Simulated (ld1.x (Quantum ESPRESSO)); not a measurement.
**An all-electron radial function and its pseudo partner (oxygen)**

Columns: radius, all-electron u(r) and pseudo u(r) of the 2s shell (level -23.94 eV) of oxygen in the configuration [He] 2s1.5 2p4.5; LDA (PZ), non-relativistic, TM scheme, ld1.x (Quantum ESPRESSO) 7.5.

| r (bohr) | all-electron | pseudo |
| --- | --- | --- |
| 0.095 | 0.4206 | -0.0923 |
| 0.190 | 0.2776 | -0.1931 |
| 0.285 | -0.0248 | -0.3107 |
| 0.380 | -0.3279 | -0.4498 |
| 0.475 | -0.5756 | -0.6046 |
| 0.570 | -0.7552 | -0.7538 |
| 0.665 | -0.8712 | -0.8688 |
| 0.760 | -0.9346 | -0.9344 |
| 0.855 | -0.9572 | -0.9572 |
| 0.950 | -0.9499 | -0.9499 |
| 1.045 | -0.9215 | -0.9215 |
| 1.140 | -0.8792 | -0.8792 |
| 1.235 | -0.8282 | -0.8282 |
| 1.330 | -0.7725 | -0.7725 |
| 1.425 | -0.7149 | -0.7149 |
| 1.520 | -0.6575 | -0.6575 |
| 1.615 | -0.6016 | -0.6016 |
| 1.710 | -0.5481 | -0.5481 |
| 1.805 | -0.4977 | -0.4977 |
| 1.900 | -0.4505 | -0.4505 |
| 1.995 | -0.4067 | -0.4067 |
| 2.090 | -0.3664 | -0.3664 |
| 2.185 | -0.3294 | -0.3294 |
| 2.280 | -0.2957 | -0.2957 |
| 2.375 | -0.2651 | -0.2651 |
| 2.470 | -0.2373 | -0.2373 |

(1) How many radial nodes do the two functions have?

(2) At about which radius was the pseudo-wave matched?

(3) Is the pseudo-wave norm-conserving?

Answers

(1) The all-electron 2s function has n − l − 1 = 1; the pseudo-wave has 0, since the states of the same l below it are removed with the core.

(2) 0.85 bohr, where the columns begin to agree (steps of 0.10 bohr).

(3) Yes: the TM scheme keeps the norm inside the radius equal to the all-electron one, which fixes the energy derivative of the logarithmic derivative at the level.
